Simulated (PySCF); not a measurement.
# NMR data sheet: C2H11FN2Si2

```yaml
Formula: C2H11FN2Si2
SMILES: CN(C)[Si@H](F)N[SiH3]
Point_group_of_the_computed_structure: C1
Degrees_of_unsaturation: 0
Carbon_signals: 1
Proton_signals: 4
```

Molfile (atoms numbered from 1):
```
C2H11FN2Si2
     RDKit          3D

 18 17  0  0  0  0  0  0  0  0999 V2000
   -1.4844   -1.3983   -0.0120 C   0  0  0  0  0  0  0  0  0  0  0  0
   -1.2247    0.0192   -0.0838 N   0  0  0  0  0  0  0  0  0  0  0  0
   -2.4362    0.8005   -0.0226 C   0  0  0  0  0  0  0  0  0  0  0  0
    0.2726    0.6799    0.4155 Si  0  0  2  0  0  4  0  0  0  0  0  0
    0.2317    2.2141   -0.0910 F   0  0  0  0  0  0  0  0  0  0  0  0
    1.5163   -0.2114   -0.3673 N   0  0  0  0  0  0  0  0  0  0  0  0
    3.2212   -0.0024   -0.1539 Si  0  0  0  0  0  4  0  0  0  0  0  0
   -2.1125   -1.7024   -0.8546 H   0  0  0  0  0  0  0  0  0  0  0  0
   -2.0056   -1.6639    0.9155 H   0  0  0  0  0  0  0  0  0  0  0  0
   -0.5472   -1.9461   -0.0516 H   0  0  0  0  0  0  0  0  0  0  0  0
   -2.9702    0.6492    0.9232 H   0  0  0  0  0  0  0  0  0  0  0  0
   -3.1013    0.5099   -0.8402 H   0  0  0  0  0  0  0  0  0  0  0  0
   -2.1955    1.8540   -0.1221 H   0  0  0  0  0  0  0  0  0  0  0  0
    0.5816    0.7979    1.8328 H   0  0  0  0  0  0  0  0  0  0  0  0
    1.2393   -0.6750   -1.2176 H   0  0  0  0  0  0  0  0  0  0  0  0
    3.6906    1.3015   -0.6306 H   0  0  0  0  0  0  0  0  0  0  0  0
    3.4870   -0.1345    1.2776 H   0  0  0  0  0  0  0  0  0  0  0  0
    3.8285   -1.0860   -0.9289 H   0  0  0  0  0  0  0  0  0  0  0  0
  1  2  1  0
  2  3  1  0
  2  4  1  0
  4  5  1  0
  4  6  1  0
  6  7  1  0
  1  8  1  0
  1  9  1  0
  1 10  1  0
  3 11  1  0
  3 12  1  0
  3 13  1  0
  4 14  1  1
  6 15  1  0
  7 16  1  0
  7 17  1  0
  7 18  1  0
M  END
```

[PySCF 2.14: structure optimised with GFN2-xTB; σ from GIAO-PBE0/pcSseg-1; one conformer; relativity neglected; rapidly exchanging positions averaged; no solvent]

Shifts are taken against calculated references (same method and geometry level): 1H (σref 31.72), 13C (σref 186.93), 29Si (σref 349.16) vs TMS; 19F (σref 170.95) against CFCl3; 15N (σref 267.73) vs NH3.

| carbon | δC, type | δH (multiplicity) | HMBC from (2–3 bonds) | span of the C tensor (ppm) |
| --- | --- | --- | --- | --- |
| C1/C3 | 38.4, CH3 | 2.63 (s) | H14, H8/H9/H10/H11/H12/H13 | 61 |

Other nuclei:
```
      atoms  nucleus                             environment  δ (ppm)  σ (ppm)
        H14       1H  hydrogen on a silicon bonded to F, 2 N     4.80    26.91
H16/H17/H18       1H       hydrogen on a silicon bonded to N     4.75    26.97
        H15       1H   hydrogen on a nitrogen bonded to 2 Si     0.53    31.19
         F5      19F                   fluorine bonded to Si   -156.2    327.1
        Si4     29Si             silicon bonded to F, 2 N, H    -31.8    380.9
        Si7     29Si                silicon bonded to N, 3 H    -59.5    408.6
         N2      15N              nitrogen bonded to 2 C, Si     30.9    236.8
         N6      15N              nitrogen bonded to 2 Si, H     26.6    241.1
```

- Carbon types of the structure: 2 × CH3, leaving 5 H on heteroatoms.
- δC 38.4: methyl carbon bonded to N; pulled downfield by the heteroatom.
- δH 4.80: hydrogen on a silicon bonded to F, 2 N.
- δH 4.75: hydrogen on a silicon bonded to N.
- δH 2.63: hydrogen on a methyl carbon bonded to N; its carbon carries N, which withdraws density.
- δH 0.53: hydrogen on a nitrogen bonded to 2 Si; exchangeable, gas-phase position.

OH/NH shifts are gas-phase values; hydrogen bonding in solution moves them, usually downfield. Splittings by 19F in the carbon and heteronuclear signals aren't shown, as no couplings were computed. Shifts are as computed. Against solution values, carbons near 30 ppm lie about +3 ppm off and those near 130 ppm about +5 ppm. Of 1211 compounds with measured shifts, 218 miss one by over three times the rms of a fit or turn the order of signals round; such compounds aren't used in these exercises. Unscaled 19F shifts against computed CFCl3 carry errors that often reach 10 to 50 ppm. Experimental scales use liquid or dissolved standards, which lie at an offset from isolated NH3 (liquid NH3: subtract about 20 ppm). Multiplicities follow the n + 1 count of equivalent neighbours, as no J values were calculated; m marks all less simple cases, F and P coupling included.
